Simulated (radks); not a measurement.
Task: Neutral rhodium: order these configurations by energy. Calculated with a radial shooting solver on a logarithmic mesh with Libxc functionals: non-relativistic Kohn-Sham, PBE, spin-polarised, spherical densities, point nucleus. Open shells are filled with parallel spins first. [Kr] 4d7 5s1 5p1; [Kr] 4d7 5s2; [Kr] 4d8 5p1; [Kr] 4d8 5s1; [Kr] 4d9.

Result: From the lowest, in eV above it: [Kr] 4d9 0.000; [Kr] 4d8 5s1 0.650; [Kr] 4d7 5s2 3.473; [Kr] 4d8 5p1 3.994; [Kr] 4d7 5s1 5p1 6.114.
